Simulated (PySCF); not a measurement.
## Spinor energies of Cu⁺ (copper, charge +1)

Start: [Ar] 3d9 4s1; 3d3/2 filled at m_j = -3/2, -1/2, +1/2, +3/2; 3d5/2 filled at m_j = -3/2, -1/2, +1/2, +3/2, +5/2; 4s1/2 filled at m_j = +1/2. Calculated with PySCF 2.14 in x2c-SVPall-2c with one added diffuse shell each of s, d type (6s5p4d1f, 48 functions): generalised Hartree-Fock with the X2C-1e Hamiltonian and a Gaussian nucleus; one run each with spin-orbit coupling (SO) switched off, then screened by Boettger's factors. This is a chosen level, not necessarily the ground level.

```json
{"spinor shell": "1s1/2", "electrons": "2", "ε, spin-free (eV)": "-9061.9", "ε, screened SO (eV)": "-9061.8", "weight of nominal j (screened SO)": "1.000", "rms radius, screened SO (bohr)": "0.0602"}
{"spinor shell": "2s1/2", "electrons": "2", "ε, spin-free (eV)": "-1150.6", "ε, screened SO (eV)": "-1150.6", "weight of nominal j (screened SO)": "1.000", "rms radius, screened SO (bohr)": "0.254"}
{"spinor shell": "2p1/2", "electrons": "2", "ε, spin-free (eV)": "-991.58", "ε, screened SO (eV)": "-1006.0", "weight of nominal j (screened SO)": "0.999", "rms radius, screened SO (bohr)": "0.226"}
{"spinor shell": "3s1/2", "electrons": "2", "ε, spin-free (eV)": "-156.63", "ε, screened SO (eV)": "-156.62", "weight of nominal j (screened SO)": "1.000", "rms radius, screened SO (bohr)": "0.765"}
{"spinor shell": "3p1/2", "electrons": "2", "ε, spin-free (eV)": "-107.50", "ε, screened SO (eV)": "-110.52", "weight of nominal j (screened SO)": "0.947", "rms radius, screened SO (bohr)": "0.812"}
{"spinor shell": "3p3/2", "electrons": "4", "ε, spin-free (eV)": "-107.50", "ε, screened SO (eV)": "-106.00", "weight of nominal j (screened SO)": "0.974", "rms radius, screened SO (bohr)": "0.818"}
{"spinor shell": "3d3/2", "electrons": "4", "ε, spin-free (eV)": "-29.480", "ε, screened SO (eV)": "-30.117", "weight of nominal j (screened SO)": "0.806", "rms radius, screened SO (bohr)": "1.04"}
{"spinor shell": "3d5/2", "electrons": "5", "ε, spin-free (eV)": "-29.480", "ε, screened SO (eV)": "-28.978", "weight of nominal j (screened SO)": "0.845", "rms radius, screened SO (bohr)": "1.05"}
{"spinor shell": "4s1/2", "electrons": "1", "ε, spin-free (eV)": "-16.421", "ε, screened SO (eV)": "-16.421", "weight of nominal j (screened SO)": "1.000", "rms radius, screened SO (bohr)": "2.87"}
```

Question: Where does 2p3/2 lie, and what is the 2p spin-orbit splitting (screened SO)?

Answer: At -984.53 eV, 21.422 eV above 2p1/2.

| quantity | spin-free | screened SO |
| --- | --- | --- |
| E (hartree) | -1652.57328 | -1652.60729 |
| M_J | 3 | 3 |
| ⟨J²⟩ | 12.005 | 12.005 |
| ⟨L²⟩ | 6.005 | 6.006 |
| ⟨S²⟩ | 2.000 | 2.001 |

Each row is a mean over spinors that exchange with the open shell spreads, by up to 7.384 eV (3p3/2).

Rows whose weight is well below 1 are mixtures of j = l ± 1/2: exchange outweighs spin-orbit coupling there, and the label is only the starting occupation.

Without spin-orbit coupling the j labels of p, d and f shells carry no meaning; the spin-free column gives the mean over the occupied spinors of each nl shell.
